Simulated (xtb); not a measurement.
CH (SMILES [CH]), doublet, at a GFN2-xTB geometry, atoms displaced at random by about 0.1 Å a coordinate. Base run: GFN1-xTB (xtb).

Input for xtb:
```
$ xtb mol.xyz --gfn 1 --uhf 1 --opt --json

# file mol.xyz
2

C      0.13396573     0.11802244    -0.23320971
H      0.09995593    -0.03492185     0.82053654
```

The base run was repeated with changes; each row names its change, and settings that it needs were set with it.

```csv
change,ΔE vs base (kcal/mol),optimiser steps
base,0.000,4
engine = lbfgs,0.000,-
opt level = sloppy,0.000,3
opt level = extreme,0.000,5
opt level = vtight,0.000,5
opt level = tight,0.000,4
opt level = lax,0.000,4
alpb = acetonitrile,-0.540,4
opt level = crude,0.000,3
alpb = hexane,-0.307,4
```
